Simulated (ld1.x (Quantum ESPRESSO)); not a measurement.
W (Z = 74), RRKJ: configuration errors across variants

- Element: W
- Generator: ld1.x (Quantum ESPRESSO) 7.5
- Type: norm-conserving RRKJ (Kleinman–Bylander form)
- Functional: PBE
- Relativity: scalar-relativistic
- Frozen core: [Kr] 4d10
- Valence charge: 28
- Reference configuration: 4f13.5 5s2 5p6 5d4.5 6s2 6p0
- Partial waves: 5s (bound): rc 1.00 bohr; 5p (bound): rc 1.50 bohr; 5d (bound): rc 1.95 bohr; 4f (bound): rc 1.15 bohr
- Local potential: all-electron potential smoothed inside 1.40 bohr (lloc = -1)
- Core correction: none
- rho0: 0.01

Occupied shells without a wave of their own: 6s. They enter only through the test configuration that unscreens the potential.

All-electron excitation energies from the reference (eV): (1) 4f14 5s2 5p6 5d4 6s2 6p0 -15.367; (2) 4f14 5s2 5p6 5d4 6s1 6p0 -6.484; (3) 4f14 5s2 5p6 5d4 6s0 6p0 9.195; (4) 4f14 5s2 5p5 5d4 6s2 6p0 33.574; (5) 4f13 5s2 5p6 5d5 6s1 6p0 26.448; (6) 4f14 5s2 5p6 5d3 6s2 6p1 -11.350.

Tests that are not counted but printed errors over 1 eV. “base”: 4f14 5s2 5p6 5d5 6s1 6p0 (solver errors, printed error -9405 eV). “wave 5s (bound): rc 1.00 bohr becomes 5s (bound): rc 0.86 bohr”: 4f14 5s2 5p6 5d5 6s1 6p0 (solver errors, printed error -8679 eV). “wave 5s (bound): rc 1.00 bohr becomes 5s (bound): rc 0.98 bohr”: all (the test run did not reproduce the reference configuration, from which every error is measured). “wave 5s (bound): rc 1.00 bohr becomes 5s (bound): rc 1.10 bohr”: 4f14 5s2 5p6 5d4 6s2 6p0 (solver errors, printed error -9404 eV); 4f14 5s2 5p6 5d5 6s1 6p0 (solver errors, printed error -9400 eV); 2 more. “wave 5s (bound): rc 1.00 bohr becomes 5s (bound): rc 1.16 bohr”: all (the test run did not reproduce the reference configuration, from which every error is measured).

2 further variants failed, have other tests or too few solved ones, and are left out.

Errors AE − PS in meV (a dash: test not solved or not reliable):

| change | (1) | (2) | (3) | (4) | (5) | (6) | bound ghosts |
| --- | --- | --- | --- | --- | --- | --- | --- |
| base | +35 | +8.6 | -34 | +24 | +53 | +30 | none |
| wave 5s (bound): rc 1.00 bohr becomes 5s (bound): rc 0.86 bohr | +46 | -92 | -300 | +14 | -99 | +32 | none |
| wave 5s (bound): rc 1.00 bohr becomes 5s (bound): rc 0.98 bohr | – | – | – | – | – | – | none |
| wave 5s (bound): rc 1.00 bohr becomes 5s (bound): rc 1.10 bohr | – | – | -11 | +25 | +66 | – | none |
| wave 5s (bound): rc 1.00 bohr becomes 5s (bound): rc 1.16 bohr | – | – | – | – | – | – | none |
| wave 5s (bound): rc 1.00 bohr becomes 5s (bound): rc 1.38 bohr | – | -64 | -225 | +17 | -57 | +32 | none |
| wave 5s (bound): rc 1.00 bohr becomes 5s (bound): rc 1.52 bohr | – | -135 | -410 | +11 | -159 | +32 | none |

Task: Give the same row for: wave 5s (bound): rc 1.00 bohr becomes 5s (bound): rc 1.30 bohr.

Result: –, -32, -141, +20, -9.5, +31; bound ghosts: none. Not counted: 4f14 5s2 5p6 5d4 6s2 6p0 (solver errors, printed error -9412 eV); 4f14 5s2 5p6 5d5 6s1 6p0 (solver errors, printed error -9411 eV).
